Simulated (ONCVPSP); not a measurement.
**An all-electron radial function and its pseudo partner (Mg)**

Columns: radius, all-electron u(r) and pseudo u(r) of the 2p shell (level -66.84 eV) of magnesium in the configuration [He] 2s2 2p6; LDA (Perdew-Wang 92), scalar-relativistic, ONCV scheme, ONCVPSP 4.0.1.

```
r (bohr)  all-electron  pseudo
   0.050        0.1002  0.0429
   0.100        0.3025  0.1643
   0.150        0.5212  0.3438
   0.200        0.7180  0.5532
   0.250        0.8779  0.7627
   0.300        0.9975  0.9460
   0.350        1.0797  1.0862
   0.400        1.1289  1.1753
   0.450        1.1513  1.2163
   0.500        1.1521  1.2171
   0.550        1.1362  1.1898
   0.600        1.1079  1.1457
   0.650        1.0704  1.0933
   0.700        1.0267  1.0384
   0.750        0.9788  0.9837
   0.800        0.9284  0.9300
   0.850        0.8769  0.8771
   0.900        0.8252  0.8251
   0.950        0.7741  0.7740
   1.000        0.7242  0.7241
   1.050        0.6758  0.6757
   1.100        0.6293  0.6293
   1.150        0.5849  0.5849
   1.200        0.5427  0.5427
   1.250        0.5027  0.5027
   1.300        0.4650  0.4650
```

(1) How many radial nodes do the two functions have?

(2) At about which radius was the pseudo-wave matched?

(3) Is the pseudo-wave norm-conserving?

Results:

(1) The all-electron 2p function has n − l − 1 = 0; the pseudo-wave has 0.

(2) 1.00 bohr. The columns agree to 0.0005 from 0.85 bohr on; several derivatives are matched, so the curves merge somewhat inside the radius.

(3) Yes: the ONCV scheme keeps the norm inside the radius equal to the all-electron one, which fixes the energy derivative of the logarithmic derivative at the level.
